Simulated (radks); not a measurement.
Values are calculated unless marked as measured or tabulated.
I5+, 48 electrons, occupied as [Kr] 4d10 5s2 (the NIST ground configuration).

Level of theory: scalar-relativistic Kohn-Sham, BLYP, spin-polarised, spherical densities, finite nucleus; Fermi nuclear charge, rms radius 4.75 fm (a radial shooting solver on a logarithmic mesh with Libxc functionals).

Energy parts (hartree):
part                        energy
total                  -7111.34031
kinetic                 7464.58189
electron-nucleus      -17101.26276
Hartree                 2705.25660
exchange-correlation    -179.91604

Orbitals (lengths in bohr, moments of r in powers of bohr):
[
 {"orbital": "1s", "occ.": "2", "eigenvalue (hartree)": "-1214.480", "<r^4>": "2.642e-06"},
 {"orbital": "2s", "occ.": "2", "eigenvalue (hartree)": "-189.4969", "<r^4>": "0.0004501"},
 {"orbital": "2p", "occ.": "6", "eigenvalue (hartree)": "-170.3294", "<r^4>": "0.0003254"},
 {"orbital": "3s", "occ.": "2", "eigenvalue (hartree)": "-39.97475", "<r^4>": "0.01933"},
 {"orbital": "3p", "occ.": "6", "eigenvalue (hartree)": "-33.76285", "<r^4>": "0.02030"},
 {"orbital": "3d", "occ.": "10", "eigenvalue (hartree)": "-24.45332", "<r^4>": "0.01772"},
 {"orbital": "4s", "occ.": "2", "eigenvalue (hartree)": "-8.78322", "<r^4>": "0.5579"},
 {"orbital": "4p", "occ.": "6", "eigenvalue (hartree)": "-6.83160", "<r^4>": "0.7639"},
 {"orbital": "4d", "occ.": "10", "eigenvalue (hartree)": "-3.97792", "<r^4>": "1.541"},
 {"orbital": "5s", "occ.": "2", "eigenvalue (hartree)": "-2.54076", "<r^4>": "16.43"}
]

The highest occupied level is 5s at -69.138 eV. The electron density at the nucleus is 2.572e+05 e/bohr^3 (large components only). Summed over all electrons, <r^2> = 23.90 bohr^2, which gives a Langevin (diamagnetic) susceptibility term of -18.9 x 10^-6 cm^3/mol.
